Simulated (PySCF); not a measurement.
C2H4N2SSeSi.
Structure used (PBE0-D3(BJ)/def2-SVP), in Å, numbered top down from 1:
```xyz
11
C2H4N2SSeSi angstrom
Si    -2.1421   -0.6439    0.2197
S     -0.7946    0.6583    1.3134
C      0.6355    0.3417    0.3416
C      1.9079    0.9876    0.6082
N      2.8885    0.6710   -0.1813
Se     2.2664   -0.5184   -1.3796
N      0.6118   -0.4886   -0.6636
H     -1.7121   -2.0647    0.3103
H     -2.2941   -0.1982   -1.1911
H     -3.4228   -0.4477    0.9603
H      2.0612    1.7053    1.4209
```

Linear response at PBE0/def2-SVPD (PySCF, frozen core in the response, non-relativistic). The PBE0/def2-SVPD calculation is non-relativistic and has no spin–orbit coupling, an omission that weighs most on selenium.

Static isotropic polarisability: 111.29 au (16.49 Å³), principal values 74.4, 110.3, 149.1 au.

(1) What is the polarisability at 1064 nm and at the sodium D line?

(2) What is the isotropic C6 coefficient between two such molecules, C6 = (3/π)∫α(iω)² dω?

(3) Which effective excitation energy ω̄ makes London's formula C6 = (3/4)α²ω̄ exact here?

(4) What does −C6/R⁶ come to at R = 12 Å between centres?

(5) The lowest 6 singlets have (eV, f): 4.20, 0.134; 4.50, 0.000; 4.90, 0.000; 5.45, 0.005; 5.55, 0.001; 5.55, 0.015. What share of the static polarisability do they carry in the sum over states α = Σ f/ω²?

(6) How many electrons N does the Slater–Kirkwood formula C6 = (3/4)·√N·α^(3/2) need to give this C6?

(7) What n − 1 at the D line would an ideal gas of it have at 273.15 K and 1 atm (2.6868 × 10¹⁹ cm⁻³), by n − 1 = 2π·N·α′?

(8) What molar refraction at the D line follows from R = (4π/3)·N_A·α′, with α′ the polarisability volume?

(9) How anisotropic is the static polarisability, by Δα² = ½[(α1 − α2)² + (α2 − α3)² + (α3 − α1)²]?

Answers

(1) 112.92 au at 1064 nm (+1.5 %), 117.12 au at 589.3 nm (+5.2 %). The rise at 589.3 nm is 3.57 times that at 1064 nm; a pure ω² law gives 3.26. The lowest singlet lies at 295 nm, shorter than both wavelengths.

(2) 4166 au (Eh·bohr⁶) by a ten-point quadrature over imaginary frequencies, which is 2490 eV·Å⁶ or 240 J·nm⁶/mol.

(3) ω̄ = 4·C6/(3α²) = 0.449 Eh = 12.2 eV. A one-pole form α(ω) = α/(1 − ω²/ω̄²) fitted to the 1064 nm value gives 9.7 eV.

(4) -80 J/mol. This is the leading, orientation-averaged term; C8 and higher terms are left out.

(5) 6.14 au, 5.5 % of α; the largest term, 5.64 au, is that of the state at 4.20 eV. Their oscillator strengths add up to 0.15. Higher states carry the rest.

(6) N = (4·C6/3)²/α³ = 22.4; the species has 94 electrons in all.

(7) 29.30 × 10⁻⁴, a formal value whether or not that pressure can be reached.

(8) α′ = 17.35 Å³ gives R = 43.78 cm³/mol, for isolated, non-vibrating species.

(9) Δα = 64.8 au, or 0.58 of the isotropic value.

One conformer stands for the species.
